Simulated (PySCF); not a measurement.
F₃GeHS.

```xyz
6

F     -0.8823    -1.1394    -1.1357
Ge    -0.2460     0.0427    -0.0579
F     -0.4725     1.5395    -0.8778
F     -1.2638     0.0635     1.3262
S      1.8241    -0.3303     0.5484
H      2.2550    -0.2539    -0.7347
```
Charge 0, spin multiplicity 1.

Geometry optimised at B3LYP-D3(BJ)/def2-SVP. This is a generated structure with no PubChem entry under its InChIKey; it may be hypothetical. Other conformers were not sampled.

All values below come from PySCF with PBE/pcSseg-1. Non-relativistic, no solvent.

Computed absolute GIAO shielding of each atom: isotropic value and principal components (ppm):
```
atom  σ(iso)     σ11     σ22     σ33   span
----  ------  ------  ------  ------  -----
F1     253.5   183.6   192.0   384.8  201.1
Ge2   1271.3  1173.7  1258.5  1381.6  208.0
F3     253.6   183.9   192.1   384.9  201.0
F4     273.0   204.2   222.5   392.4  188.1
S5     647.9   526.6   629.8   787.4  260.8
H6      29.8    21.9    26.7    40.7   18.8
```
